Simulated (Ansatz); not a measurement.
Ansatz (a program for electronic structure) input (PBE/def2-TZVPD):

Ansatz 0.2 input:
```yaml
crystal:
  periodic: [false, false, false]
  atoms:
    - {symbol: C, position_ang: [2.72453297, 0.83245986, 0.26216389]}
    - {symbol: Si, position_ang: [1.58824459, -0.58954752, 0.04178755]}
    - {symbol: O, position_ang: [0.04737365, -0.03816865, 0.01290477]}
    - {symbol: Si, position_ang: [-1.54797345, -0.38902189, -0.14365937]}
    - {symbol: C, position_ang: [-2.52876412, 1.19051050, -0.04372751]}
    - {symbol: H, position_ang: [3.80176776, 0.71390869, 0.31060065]}
    - {symbol: H, position_ang: [2.37228486, 1.85360391, 0.35423649]}
    - {symbol: H, position_ang: [1.75142067, -1.56455408, 1.15190880]}
    - {symbol: H, position_ang: [1.88863421, -1.30608960, -1.22556532]}
    - {symbol: H, position_ang: [-1.77492330, -1.06113118, -1.44757055]}
    - {symbol: H, position_ang: [-1.95177648, -1.32146684, 0.93832204]}
    - {symbol: H, position_ang: [-2.23986584, 1.87943819, -0.83980878]}
    - {symbol: H, position_ang: [-2.36767317, 1.68892327, 0.91412534]}
    - {symbol: H, position_ang: [-3.59726693, 0.98486614, -0.14389988]}
basis:
  gaussian:
    orbitals: def2-TZVPD
hamiltonian:
  xc: {name: PBE}
magnetization: {spin_polarized: true, initial_magnetization: 1}
output: {forces: true}
```

Output:

```
Functional definition: PBE
integrals: 0.27 GiB planned
1541 factors; their error is unknown
0.44 GiB of the device are held for the grids
1.83 GiB of device memory are held for the factors and their scratch space
mean field: 1.88 GiB planned
mean field evaluation 1: about -19993.9703 eV, gradient 6.8e1 eV
mean field evaluation 2: about -19938.8907 eV, gradient 1.2e2 eV
mean field evaluation 4: about -20011.9808 eV, gradient 1.2e1 eV
mean field evaluation 8: about -20012.5999 eV, gradient 1.8e-1 eV
mean field evaluation 16: about -20012.5634 eV, gradient 3.1e-4 eV
mean field -20012.56338467 eV, -735.4481393840 hartree, gradient 3.2e-5 eV, S^2 0.753515; 0 other end points of the search recorded, 0 dependent functions left out
the calculation of the forces begins
reference -20012.56345304 eV, -735.4481418963 hartree; 29, 28 occupied and 252, 253 virtual orbitals, 1541 factors
Total energy: -20012.56345304 eV, -735.4481418963 hartree
Atom 0 at     2.724533     0.832460     0.262164 Å, force    -0.107144    -0.166189    -0.024082 eV/Å
Atom 1 at     1.588245    -0.589548     0.041788 Å, force     0.221076     0.094908     0.022274 eV/Å
Atom 2 at     0.047374    -0.038169     0.012905 Å, force     0.015288     0.248022     0.035518 eV/Å
Atom 3 at    -1.547973    -0.389022    -0.143659 Å, force    -0.234823     0.068174    -0.010664 eV/Å
Atom 4 at    -2.528764     1.190511    -0.043728 Å, force     0.074233    -0.105075    -0.005667 eV/Å
Atom 5 at     3.801768     0.713909     0.310601 Å, force     0.294168    -0.035854     0.012963 eV/Å
Atom 6 at     2.372285     1.853604     0.354236 Å, force    -0.096520     0.282035     0.025409 eV/Å
Atom 7 at     1.751421    -1.564554     1.151909 Å, force     0.040505    -0.184235     0.201724 eV/Å
Atom 8 at     1.888634    -1.306090    -1.225565 Å, force     0.065807    -0.137513    -0.230467 eV/Å
Atom 9 at    -1.774923    -1.061131    -1.447571 Å, force    -0.044544    -0.121191    -0.231803 eV/Å
Atom 10 at    -1.951776    -1.321467     0.938322 Å, force    -0.075469    -0.167060     0.191572 eV/Å
Atom 11 at    -2.239866     1.879438    -0.839809 Å, force     0.064797     0.162718    -0.193951 eV/Å
Atom 12 at    -2.367673     1.688923     0.914125 Å, force     0.033634     0.116456     0.231431 eV/Å
Atom 13 at    -3.597267     0.984866    -0.143900 Å, force    -0.251008    -0.055195    -0.024257 eV/Å
Dipole moment:    -0.017409     0.182732     0.016120 e Å
```

It need not be the lowest isomer of its formula.
